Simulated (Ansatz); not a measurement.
Two isomers of C2HBrCl2: A = `Cl/C=C(/Cl)Br`, B = `ClC(Cl)=CBr`.

Program: Ansatz. Geometries: PBE0-D4/def2-TZVP. ΔE: electronic, gas phase. CCSD(T)/CBS is the MP2 limit (def2-TZVPP, def2-QZVPP) plus CCSD(T) − MP2 in def2-TZVPP, frozen cores. Functionals use def2-TZVPP. B3LYP here is the variant with VWN-RPA as its local correlation; programs differ in this. For Br outer-core shells are correlated without core-valence functions, which leaves a few kJ/mol of doubt a bond. Scalar relativity is left out up to krypton.

A:

```xyz
6

Cl   -1.629   -1.085    0.868
C    -0.110   -0.696    0.209
C     0.238    0.515   -0.213
Cl    1.799    0.783   -0.859
Br   -0.889    2.001   -0.150
H     0.590   -1.518    0.146
```

B:

```xyz
6

Cl   -1.845    0.551    0.744
C    -0.188    0.201    0.569
Cl    0.768    0.442    1.972
C     0.376   -0.230   -0.553
Br   -0.547   -0.531   -2.139
H     1.436   -0.433   -0.594
```

Task: Which isomer does CCSD(T)/CBS put lower? Give the gap. (Best estimate.)

Result: The calculation gave: B, by 1.6 kJ/mol. So small a gap doesn't settle the order.

Task: Give E(B) − E(A) in kJ/mol with MP2/def2-TZVPP, PBE-D4, B3LYP, HF/def2-TZVPP, r2SCAN-D4, B2PLYP, CCSD(T)/def2-TZVPP. (An estimate is asked.)

Result: The calculation gave: MP2/def2-TZVPP -1.6, PBE-D4 -1.4, B3LYP -1.9, HF/def2-TZVPP -2.6, r2SCAN-D4 -1.9, B2PLYP -1.8, CCSD(T)/def2-TZVPP -1.8. None reverses the order clearly.

Task: Does the order hold for the free energy at 298.15 K (harmonic terms from PBE0-D4)? (Estimate.)

Result: Computed: Too close to call: G(B) − G(A) = -1.7 kJ/mol.

Largest T1 diagnostic: 0.010.

Leaving LDA and LC-ωPBE aside and taking each functional with its dispersion term where it has one, the values, not all of them listed here, spread over 0.8 kJ/mol, from r2SCAN0-D4 to BLYP-D4.
